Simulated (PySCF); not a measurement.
**Potential energy of BiS along the bond**

Set-up: basis Bi cc-pVTZ-PP with ECP60, S cc-pV(T+d)Z; scalar-relativistic core potentials; PySCF 2.14. Energies in eV from Bi + S in their ground configurations at the same level. State: ²Π (doublet), unpaired electrons π ↑.

All columns are PBE0. A positive dipole means Bi(−)S(+).

```csv
R (Å),E (eV),μ (D),Mulliken charge on Bi (basis-dependent),HOMO (eV),LUMO (eV),Mayer bond order,⟨S²⟩
1.981,-1.490,-1.79,0.20,-4.72,-2.98,2.33,0.75
2.074,-2.440,-2.22,0.26,-4.92,-3.18,2.28,0.75
2.166,-2.951,-2.62,0.31,-5.10,-3.38,2.24,0.76
2.235,-3.125,-2.91,0.34,-5.24,-3.52,2.22,0.76
2.304,-3.168,-3.18,0.36,-5.37,-3.66,2.19,0.76
2.373,-3.111,-3.42,0.38,-5.49,-3.79,2.16,0.78
2.465,-2.934,-3.60,0.38,-5.64,-3.89,2.03,0.90
2.580,-2.645,-3.58,0.36,-5.80,-3.88,1.74,1.17
2.719,-2.275,-3.56,0.34,-5.95,-3.79,1.44,1.42
2.903,-1.793,-3.67,0.31,-6.10,-3.66,1.16,1.63
```

A fit through these points gives, at Re = 2.295 Å, μ = -3.15 D and dμ/dR = -3.87 D/Å; the reduced mass is 27.73 u.

Question: How strong is the fundamental in the double-harmonic approximation, I = 42.26·(dμ/dR)²/μred km/mol?

Answer: I = 42.26·(-3.87)²/27.73 = 22.8 km/mol at PBE0.

⟨S²⟩ of the unrestricted solution departs from its pure value on part of the curve, where spin states mix. Spin–orbit coupling is left out, which matters for elements this heavy, above all for dissociation energies. The state was picked by a PBE0 search and need not be the measured ground state.
